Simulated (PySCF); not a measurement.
**Trend along the fifth-period p block: MCd cations**

PBE0 with double-zeta basis sets in PySCF, for the lowest determinant that a PBE0 search found; no spin–orbit coupling. De refers to high-spin ground-configuration atoms (the charge goes to the atom of lower measured ionisation energy or higher electron affinity, which is not always the lowest computed limit). A positive dipole points towards Cd; it is taken about the centre of mass and depends on that origin.

```
 M     basis  charged atom  state (unpaired electrons)  Re (Å)  ωe (cm⁻¹)  De (eV)  μ (D)
In  def2-SVP           In+      singlet (closed shell)   3.233       80.9     0.59  -2.44
Sb  def2-SVP           Sb+              triplet (π ↑↑)   2.787        150     2.29   2.49
Te  def2-SVP           Cd+               doublet (π ↑)   2.653        186     1.83   4.62
 I  def2-SVP           Cd+      singlet (closed shell)   2.569        218     1.87   6.27
```

The shortest bond is that of CdI⁺ (2.569 Å), the longest that of CdIn⁺ (3.233 Å). CdSb⁺ is bound most strongly (2.29 eV) and CdIn⁺ least (0.59 eV).

The state changes along the series, so neighbouring rows are not always alike in their bonding.

Closed-shell solutions of metal pairs were not tested for spin polarisation, which can lower them a little. Spin–orbit coupling is left out, which matters for elements this heavy, above all for dissociation energies. For an ion De counts to the pair picked by the measured ionisation energies or electron affinities, which need not be the lowest pair at this level. States were picked by a PBE0 search and need not be the measured ground states.
